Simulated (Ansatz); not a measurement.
Question: Predict a relaxed structure of the cluster Al2Te4⁻, charge -1, doublet, at PBE-D4/def2-SVPD (Ansatz).

Answer: 
```xyz
6

Al   -0.095    1.473    0.452
Al    0.093   -1.471   -0.458
Te    2.028   -0.002    0.426
Te    0.242   -3.836   -1.174
Te   -2.028    0.007   -0.442
Te   -0.240    3.829    1.196
```
Point group D2h (tolerance 0.1 Å). This is one stationary point.

In the def2 sets Te takes a core potential; there is no spin–orbit coupling. The structure comes from a short search, and lower isomers may exist.
